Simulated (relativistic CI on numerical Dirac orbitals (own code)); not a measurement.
**Hyperfine structure of Ca14+, mass number 43**

Method of calculation: Dirac-Coulomb-Breit CI, orbitals from a KLI potential per configuration, QED by a radiative potential, unscaled Slater integrals (own radial code, finite nucleus).

Configurations in the expansion (outside the closed core 1s2): 2s²2p², 2s2p³, 2p⁴, 2p³3s, 2p³3p, 2p³3d, 2s²2p3s, 2s²2p3p, 2s²2p3d, 2s2p²3s, 2s2p²3p, 2s2p²3d, 2s²2p4s, 2s²2p4p, 2s²2p4d, 2s²2p4f. Levels of other configurations are missing.

Nuclear spin I = 7/2, μ = -1.31733 μN, Q = -0.0408 b (tables of Stone and Pyykkö). The electronic factors are computed for point nuclear moments, without core polarisation or the Bohr-Weisskopf and QED corrections.

```json
{"Level": "2s²2p² ³P1", "E (eV)": "2.1651", "A (MHz)": "-26.83", "B (MHz)": "-440"}
{"Level": "2s²2p² ³P2", "E (eV)": "4.4532", "A (MHz)": "-6316", "B (MHz)": "761"}
{"Level": "2s²2p² ¹D2", "E (eV)": "13.7969", "A (MHz)": "-7509", "B (MHz)": "-1630"}
{"Level": "2s2p³ ⁵S°2", "E (eV)": "33.2380", "A (MHz)": "-19260", "B (MHz)": "-0.484"}
{"Level": "2s2p³ ³D°2", "E (eV)": "61.8888", "A (MHz)": "-12220", "B (MHz)": "-681"}
{"Level": "2s2p³ ³D°1", "E (eV)": "62.0086", "A (MHz)": "11930", "B (MHz)": "-358"}
{"Level": "2s2p³ ³D°3", "E (eV)": "62.3157", "A (MHz)": "-19530", "B (MHz)": "8.15"}
{"Level": "2s2p³ ³P°1", "E (eV)": "72.6910", "A (MHz)": "-26620", "B (MHz)": "365"}
```

Levels with J = 0, under 50 % of one LS term, or S terms without an open s electron are left out. Small factors come from cancelling terms and can be off by tens of per cent or more.

At this charge energies of transitions that change n are usually good to better than 1 %, and those within a shell (Δn = 0) to a few per cent.

Question: Give the hyperfine levels of 2s²2p² ³P2 relative to its centre of gravity.

Answer: With K = F(F + 1) − I(I + 1) − J(J + 1), E = AK/2 + B[¾K(K + 1) − I(I + 1)J(J + 1)]/[2I(2I − 1)J(2J − 1)]: F = 3/2: 57250, F = 5/2: 41120, F = 7/2: 18730, F = 9/2: -9733, F = 11/2: -44020 MHz.

LS names give the leading component of a level, which can be under half, so a name can repeat, a term be missing and a line seem to break the LS rules.
